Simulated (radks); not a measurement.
Results of a calculation; reference values are marked as such.
Initial-state core-level shifts of neutral rubidium when its valence configuration changes from [Kr] 5s1. Code: a radial shooting solver on a logarithmic mesh with Libxc functionals. Model: scalar-relativistic Kohn-Sham, r2SCAN, spin-polarised, spherical densities, finite nucleus; open shells are filled with parallel spins first (spin-orbit coupling, left out, can overturn this in heavy ions); meta-GGA in the generalised Kohn-Sham scheme; Fermi nuclear charge, rms radius 4.2036 fm. Shifts are changes of the shell-averaged eigenvalues in eV (positive: less bound); the change of the density at the nucleus, which sets a Mossbauer isomer shift, is in e/bohr^3, on a base of 5.576e+04.

valence	1s	2s	3s	3d	density at nucleus
5p1	-1.499	-1.497	-1.497	-1.497	-3.013
4d1	-1.586	-1.556	-1.549	-1.546	-3.050
4d0.5 5s0.5	-0.959	-0.946	-0.943	-0.941	-1.483
